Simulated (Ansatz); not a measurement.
Consider the isomerisation: `O[SiH2][AlH][SiH3]` → `[AlH2][SiH2]O[SiH3]`.

Isolated molecules relaxed with PBE0-D4/def2-TZVP in Ansatz; ΔE leaves out vibrations. CCSD(T)/CBS is the MP2 limit (def2-TZVPP, def2-QZVPP) plus CCSD(T) − MP2 in def2-TZVPP, frozen cores. Functionals use def2-TZVPP. One conformer a species, not always the lowest.

| level | ΔE (kJ/mol) |
| --- | --- |
| PBE | -65.5 |
| HF/CBS(def2) | -128.5 |

**Question.** What does CCSD(T)/CBS give? (Best estimate.)

**Answer.** Ansatz gave: -95.5 kJ/mol. The listed levels differ from it by 30.0, -33.0 kJ/mol.

Largest T1 diagnostic among the species: 0.013.

From PBE to PBE0 (25 % exact exchange), in def2-TZVPP and without D4, ΔE moves by −10.0 kJ/mol. In def2-TZVPP, CCSD(T) changes the Hartree–Fock value by +30.5 kJ/mol (the triples alone add +4.2 kJ/mol) and MP2 by +21.4 kJ/mol.
